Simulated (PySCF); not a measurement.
**Two-component Hartree-Fock for Xe³³⁺ (xenon, charge +33)**

Start: [Ar] 3d3; 3d3/2 filled at m_j = -1/2, +1/2, +3/2. Calculated with PySCF 2.14 in an even-tempered Gaussian basis (16 s from 5.9 bohr⁻², ratio 2.8; 12 p from 7.6 bohr⁻², ratio 2.8; 8 d from 7.6 bohr⁻², ratio 2.8; 3 f from 25 bohr⁻², ratio 3): generalised Hartree-Fock with the X2C-1e Hamiltonian and a Gaussian nucleus; one run each with spin-orbit coupling (SO) switched off, then screened by Boettger's factors.

```json
{"spinor shell": "1s1/2", "electrons": "2", "ε, spin-free (eV)": "-36346.0", "ε, screened SO (eV)": "-36340.8", "weight of nominal j (screened SO)": "1.000", "rms radius, screened SO (bohr)": "0.0305"}
{"spinor shell": "2s1/2", "electrons": "2", "ε, spin-free (eV)": "-7079.6", "ε, screened SO (eV)": "-7077.3", "weight of nominal j (screened SO)": "1.000", "rms radius, screened SO (bohr)": "0.123"}
{"spinor shell": "2p1/2", "electrons": "2", "ε, spin-free (eV)": "-6515.6", "ε, screened SO (eV)": "-6750.1", "weight of nominal j (screened SO)": "1.000", "rms radius, screened SO (bohr)": "0.106"}
{"spinor shell": "2p3/2", "electrons": "4", "ε, spin-free (eV)": "-6515.6", "ε, screened SO (eV)": "-6408.0", "weight of nominal j (screened SO)": "1.000", "rms radius, screened SO (bohr)": "0.111"}
{"spinor shell": "3s1/2", "electrons": "2", "ε, spin-free (eV)": "-2515.1", "ε, screened SO (eV)": "-2514.4", "weight of nominal j (screened SO)": "1.000", "rms radius, screened SO (bohr)": "0.307"}
{"spinor shell": "3p1/2", "electrons": "2", "ε, spin-free (eV)": "-2325.6", "ε, screened SO (eV)": "-2387.9", "weight of nominal j (screened SO)": "0.991", "rms radius, screened SO (bohr)": "0.296"}
{"spinor shell": "3p3/2", "electrons": "4", "ε, spin-free (eV)": "-2325.6", "ε, screened SO (eV)": "-2296.6", "weight of nominal j (screened SO)": "0.995", "rms radius, screened SO (bohr)": "0.307"}
{"spinor shell": "3d3/2", "electrons": "3", "ε, spin-free (eV)": "-2114.3", "ε, screened SO (eV)": "-2118.0", "weight of nominal j (screened SO)": "0.950", "rms radius, screened SO (bohr)": "0.269"}
```

```
   quantity    spin-free  screened SO
E (hartree)  -6662.62697  -6665.73899
        M_J          3/2          3/2
       ⟨J²⟩        6.751        4.135
       ⟨L²⟩       12.001        9.330
       ⟨S²⟩        3.750        2.558
```

The determinant has a definite M_J but mixes levels of different J.

Each row is a mean over spinors that exchange with the open shell spreads, by up to 16.153 eV (3p1/2).

Breit and QED terms are absent; they matter most for the inner s and p1/2 levels.

Densities and radii are taken from the X2C orbitals without a picture-change correction, which distorts them close to the nucleus.

Without spin-orbit coupling the j labels of p, d and f shells carry no meaning; the spin-free column gives the mean over the occupied spinors of each nl shell, and its ⟨J²⟩ belongs to a mixture of degenerate components.
